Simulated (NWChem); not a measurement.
System: CHBrCl₂; SMILES ClC(Cl)Br

The following NWChem deck was run.

```
start job
memory heap 200 mb stack 900 mb global 1100 mb
geometry units angstroms noautosym nocenter noautoz
  Cl    -0.078796     1.312127    -1.456861
  C      0.479311     0.495780     0.000000
  Cl    -0.078796     1.312127     1.456861
  Br    -0.034026    -1.373169     0.000000
  H      1.573461     0.512275     0.000000
end
basis spherical
  Cl library pcsseg-1
  C library pcsseg-1
  Br library pcsseg-1
  H library pcsseg-1
end
dft
  xc kt2
  iterations 150
end
property
  shielding 4 1 2 4 5
  efieldgrad
end
task dft property
```

Parts of the log:

```
             Northwest Computational Chemistry Package (NWChem) 7.3.0
             --------------------------------------------------------

                             Geometry "geometry" -> ""
                             -------------------------

 Output coordinates in angstroms (scale by  1.889725989 to convert to a.u.)

  No.       Tag          Charge          X              Y              Z
 ---- ---------------- ---------- -------------- -------------- --------------
    1 Cl                  17.0000    -0.07879600     1.31212700    -1.45686100
    2 C                    6.0000     0.47931100     0.49578000     0.00000000
    3 Cl                  17.0000    -0.07879600     1.31212700     1.45686100
    4 Br                  35.0000    -0.03402600    -1.37316900     0.00000000
    5 H                    1.0000     1.57346100     0.51227500     0.00000000

 Effective nuclear repulsion energy (a.u.)     395.2897254675

                              NWChem Property Module
                              ----------------------

  itol2e modified to match energy
  convergence criterion.

                                 NWChem DFT Module
                                 -----------------

 Summary of "ao basis" -> "ao basis" (spherical)
 ------------------------------------------------------------------------------
       Tag                 Description            Shells   Functions and Types
 ---------------- ------------------------------  ------  ---------------------
 Cl                         pcsseg-1                10       24   4s5p1d
 C                          pcsseg-1                 7       17   3s3p1d
 Br                         pcsseg-1                15       41   5s7p3d
 H                          pcsseg-1                 3        5   2s1p

  itol2e modified to match energy
  convergence criterion.

            General Information
            -------------------
          SCF calculation type: DFT
          Wavefunction type:  closed shell.
          No. of atoms     :     5
          No. of electrons :    76
           Alpha electrons :    38
            Beta electrons :    38
          Charge           :     0
          Spin multiplicity:     1
          Use of symmetry is: off; symmetry adaption is: off
          Maximum number of iterations: 150
          AO basis - number of functions:   111
                     number of shells:    45
          Convergence on energy requested:  1.00D-07
          Convergence on density requested:  1.00D-05
          Convergence on gradient requested:  5.00D-04

              XC Information
              --------------
                          KT2 Method XC Functional
                        Slater Exchange Functional  1.072 local
                           KT1 gradient correction  1.000 non-local
            Perdew 1991 LDA Correlation Functional  0.577 local

             Grid Information
             ----------------
          Grid used for XC integration:  fine
          Radial quadrature: Mura-Knowles
          Angular quadrature: Lebedev.
          Tag              B.-S. Rad. Rad. Pts. Rad. Cut. Ang. Pts.
          ---              ---------- --------- --------- ---------
          Cl                  1.00      123           9.0       770
          C                   0.70       70           7.0       590
          Br                  1.15      140           9.0       974
          H                   0.35       60           8.0       590
          Grid pruning is: on
          Number of quadrature shells:   516
          Spatial weights used:  Erf1

      Superposition of Atomic Density Guess
      -------------------------------------

 Sum of atomic energies:       -3529.13798810

      Non-variational initial energy
      ------------------------------

 Total energy =   -3530.217630
 1-e energy   =   -5692.224310
 2-e energy   =    1766.716955
 HOMO         =      -0.354429
 LUMO         =      -0.001370

   convergence    iter        energy       DeltaE   RMS-Dens  Diis-err
 ---------------- ----- ----------------- --------- --------- ---------
 d= 0,ls=0.0,diis     1  -3549.9887438417 -3.95D+03  1.80D-02  4.53D+00
 d= 0,ls=0.0,diis     2  -3549.3871642585  6.02D-01  1.83D-02  6.45D+00
 d= 0,ls=0.0,diis     3  -3549.9537775638 -5.67D-01  7.54D-03  1.46D+00
 d= 0,ls=0.0,diis     4  -3550.1434371820 -1.90D-01  1.44D-03  4.70D-02
 d= 0,ls=0.0,diis     5  -3550.1470632989 -3.63D-03  5.08D-04  5.16D-03
  Resetting Diis
 d= 0,ls=0.0,diis     6  -3550.1473482582 -2.85D-04  1.83D-04  2.87D-04
 d= 0,ls=0.0,diis     7  -3550.1473860440 -3.78D-05  7.25D-05  8.90D-06
 d= 0,ls=0.0,diis     8  -3550.1473838758  2.17D-06  4.16D-05  2.62D-05
 d= 0,ls=0.0,diis     9  -3550.1473874121 -3.54D-06  5.67D-06  3.75D-07
 d= 0,ls=0.0,diis    10  -3550.1473874546 -4.25D-08  1.78D-06  9.24D-08

         Total DFT energy =    -3550.147387454624
      One electron energy =    -5696.825551355798
           Coulomb energy =     1922.575796948886
    Exchange-Corr. energy =     -171.187358515256
 Nuclear repulsion energy =      395.289725467544

 Numeric. integr. density =       76.000000168990

                       DFT Final Molecular Orbital Analysis
                       ------------------------------------

 Vector   36  Occ=2.000000D+00  E=-2.918317D-01
              MO Center=  3.9D-02,  9.3D-01, -1.1D-07, r^2= 3.8D+00
   Bfn.  Coefficient  Atom+Function         Bfn.  Coefficient  Atom+Function
  ----- ------------  ---------------      ----- ------------  ---------------
    14      0.334686  1 Cl px                55      0.334686  3 Cl px
    17      0.285549  1 Cl px                58      0.285549  3 Cl px
    90      0.225619  4 Br py               107     -0.209167  5 H  s
    87      0.204928  4 Br py                15      0.166563  1 Cl py
    56      0.166563  3 Cl py                18      0.144174  1 Cl py

 Vector   37  Occ=2.000000D+00  E=-2.750522D-01
              MO Center=  9.7D-03, -1.1D+00,  3.6D-09, r^2= 2.1D+00
   Bfn.  Coefficient  Atom+Function         Bfn.  Coefficient  Atom+Function
  ----- ------------  ---------------      ----- ------------  ---------------
    89      0.557297  4 Br px                86      0.497701  4 Br px
    90     -0.192080  4 Br py                80     -0.190039  4 Br px
    87     -0.152161  4 Br py                83     -0.134501  4 Br px
   107     -0.124995  5 H  s                 15     -0.105808  1 Cl py
    56     -0.105808  3 Cl py                18     -0.083130  1 Cl py

 Vector   38  Occ=2.000000D+00  E=-2.663646D-01
              MO Center= -3.9D-02, -4.7D-01, -3.1D-08, r^2= 3.8D+00
   Bfn.  Coefficient  Atom+Function         Bfn.  Coefficient  Atom+Function
  ----- ------------  ---------------      ----- ------------  ---------------
    91      0.510570  4 Br pz                88      0.458952  4 Br pz
    15     -0.248786  1 Cl py                56      0.248786  3 Cl py
    18     -0.207018  1 Cl py                59      0.207018  3 Cl py
    82     -0.173869  4 Br pz                85     -0.123557  4 Br pz
    16     -0.088294  1 Cl pz                57     -0.088294  3 Cl pz

 Vector   39  Occ=0.000000D+00  E=-9.533757D-02
              MO Center=  6.8D-02, -5.5D-02,  8.1D-09, r^2= 3.9D+00
   Bfn.  Coefficient  Atom+Function         Bfn.  Coefficient  Atom+Function
  ----- ------------  ---------------      ----- ------------  ---------------
    27      1.249389  2 C  s                 90     -0.703494  4 Br py
    70     -0.435395  4 Br s                 26      0.359908  2 C  s
    34     -0.345293  2 C  px                19     -0.328035  1 Cl pz
    60      0.328035  3 Cl pz                87     -0.289432  4 Br py
     4     -0.285599  1 Cl s                 45     -0.285599  3 Cl s

 Vector   40  Occ=0.000000D+00  E=-3.777022D-02
              MO Center=  1.7D-01,  5.2D-01, -1.6D-09, r^2= 3.7D+00
   Bfn.  Coefficient  Atom+Function         Bfn.  Coefficient  Atom+Function
  ----- ------------  ---------------      ----- ------------  ---------------
    35      1.007467  2 C  py                27      0.559490  2 C  s
    19     -0.533472  1 Cl pz                60      0.533472  3 Cl pz
    90      0.529487  4 Br py                 4     -0.476530  1 Cl s
    45     -0.476530  3 Cl s                 70      0.452187  4 Br s
    32      0.429310  2 C  py                89      0.271850  4 Br px

 Vector   41  Occ=0.000000D+00  E=-2.280870D-02
              MO Center=  1.9D-01,  7.9D-01, -4.8D-09, r^2= 3.4D+00
   Bfn.  Coefficient  Atom+Function         Bfn.  Coefficient  Atom+Function
  ----- ------------  ---------------      ----- ------------  ---------------
    36      1.148052  2 C  pz                 4      0.651517  1 Cl s
    45     -0.651517  3 Cl s                 19      0.454311  1 Cl pz
    60      0.454311  3 Cl pz                33      0.449052  2 C  pz
    18     -0.415046  1 Cl py                59      0.415046  3 Cl py
    17      0.292783  1 Cl px                58     -0.292783  3 Cl px

     Multipole analysis of the density
     ---------------------------------

     L   x y z        total         alpha         beta         nuclear
     -   - - -        -----         -----         ----         -------
     0   0 0 0     -0.000000    -38.000000    -38.000000     76.000000

     1   1 0 0      0.408263     -0.343278     -0.343278      1.094818
     1   0 1 0     -0.027575     -0.050031     -0.050031      0.072486
     1   0 0 1     -0.000000     -0.000000     -0.000000      0.000000

     2   2 0 0    -35.660665    -25.161433    -25.161433     14.662201
     2   1 1 0      0.600456     -0.328083     -0.328083      1.256622
     2   1 0 1      0.000000      0.000000      0.000000      0.000000
     2   0 2 0    -36.480820   -243.699552   -243.699552    450.918284
     2   0 1 1      0.000000      0.000000      0.000000      0.000000
     2   0 0 2    -37.143321   -147.421187   -147.421187    257.699054

          -----------------------
          Electric field gradient
          -----------------------

 1 a.u. = 0.324123 10**(16) esu/cm**3  ( or statvolts/cm**2 ) = 0.97174 10**(22) v/m**2

 ------------------------------------------------------------
   Atom      X         Y         Z
 ------------------------------------------------------------
    1 Cl  -0.14890   2.47956  -2.75307
 ------------------------------------------------------------

 Electric field gradient in molecular frame (a.u.)
         XX             YY             ZZ             XY             XZ             YZ
 ------------------------------------------------------------------------------------------
        1.568111       0.641068      -2.209179       0.869225      -1.533940       2.408850

 Principal components (a.u.) and orientation
 of principal axis w.r.t. absolute frame                      Asymmetry parameter eta
 --------------------------------------------------------------------------------------
       -4.128570       2.113994       2.014576                       0.024080

        0.295659       0.954268       0.044249
       -0.473039       0.106004       0.874641
        0.829952      -0.279527       0.482747

 ------------------------------------------------------------
   Atom      X         Y         Z
 ------------------------------------------------------------
    2 C    0.90577   0.93689   0.00000
 ------------------------------------------------------------

 Electric field gradient in molecular frame (a.u.)
         XX             YY             ZZ             XY             XZ             YZ
 ------------------------------------------------------------------------------------------
        0.395708      -0.183470      -0.212238       0.028724       0.000000      -0.000000

[...]

          -----------------------------------------
          Chemical Shielding Tensors (GIAO, in ppm)
          -----------------------------------------

                                NWChem CPHF Module
                                ------------------

  scftype          =     RHF
  nclosed          =       38
  nopen            =        0
  variables        =     2774
  # of vectors     =        3
  tolerance        = 0.10D-03
  level shift      = 0.00D+00
  max iterations   =       50
  max subspace     =       30

 SCF residual:    6.5080897471235573E-005

Iterative solution of linear equations
  No. of variables     2774
  No. of equations        3
  Maximum subspace       30
        Iterations       50
       Convergence  1.0D-04

   iter   nsub   residual    time
   ----  ------  --------  ---------
     1      3    4.68D-05      51.6

      Atom:    1  Cl
        Diamagnetic
   1142.0644     -1.6169      2.8468
     -1.6169   1147.3740     -6.5538
      2.8468     -6.5538   1153.5414

        Paramagnetic
  -1003.9879    -71.0303     95.5781
    -71.0303   -573.9192   -187.8188
     95.5781   -187.8188   -370.0382

        Total Shielding Tensor
    138.0765    -72.6472     98.4249
    -72.6472    573.4548   -194.3727
     98.4249   -194.3727    783.5032

           isotropic =     498.3448
          anisotropy =     630.1008

          Principal Components and Axis System
                 1           2           3
              918.4120    457.9537    118.6688

      1         0.1542     -0.0339      0.9875
      2        -0.5095      0.8536      0.1089
      3         0.8466      0.5199     -0.1144

      Atom:    2  C
        Diamagnetic
    238.1700      0.2233     -0.0000
      0.2233    258.2549      0.0000
     -0.0000      0.0000    254.3541

        Paramagnetic
   -201.7589      0.1739      0.0000
      0.1739   -157.4775      0.0000
      0.0000      0.0000   -154.6188

        Total Shielding Tensor
     36.4111      0.3971      0.0000
      0.3971    100.7774      0.0000
      0.0000      0.0000     99.7354

           isotropic =      78.9746
          anisotropy =      32.7079

          Principal Components and Axis System
                 1           2           3
              100.7799     99.7354     36.4087

      1         0.0062      0.0000      1.0000
      2         1.0000     -0.0000     -0.0062
      3         0.0000      1.0000     -0.0000

      Atom:    3  Br
        Diamagnetic
   3119.5421      3.6887      0.0000
      3.6887   3135.7448     -0.0000
      0.0000     -0.0000   3119.6777

        Paramagnetic
  -2653.4657    414.1052     -0.0000
    414.1052   -433.1167      0.0000
     -0.0000      0.0000  -1964.8651

        Total Shielding Tensor
    466.0764    417.7939     -0.0000
    417.7939   2702.6281      0.0000
     -0.0000      0.0000   1154.8126

           isotropic =    1441.1723
          anisotropy =    2005.4284

          Principal Components and Axis System
                 1           2           3
             2778.1246   1154.8126    390.5798

      1         0.1778     -0.0000      0.9841
      2         0.9841      0.0000     -0.1778
      3         0.0000      1.0000      0.0000

      Atom:    4  H
        Diamagnetic
     39.2541      1.4383      0.0000
      1.4383     23.8738      0.0000
      0.0000      0.0000     22.1916

        Paramagnetic
    -12.9639     -0.1572      0.0000
     -0.1572     -1.2557     -0.0000
      0.0000     -0.0000     -1.6083

        Total Shielding Tensor
     26.2903      1.2811      0.0000
      1.2811     22.6181     -0.0000
      0.0000     -0.0000     20.5833

           isotropic =      23.1639
          anisotropy =       5.2937

          Principal Components and Axis System
                 1           2           3
               26.6930     22.2153     20.5833

      1         0.9540     -0.2999     -0.0000
      2         0.2999      0.9540      0.0000
      3         0.0000     -0.0000      1.0000
```

Level: KT2/pcSseg-1, GIAO. Coordinates come from a PBE0/def2-SVP optimisation. NWChem prints the field gradient with the sign opposite to the second derivative of the potential. The output numbers the shielded atoms by their place in the input's list. The printed shielding anisotropy is the first printed principal value minus the mean of the other two.
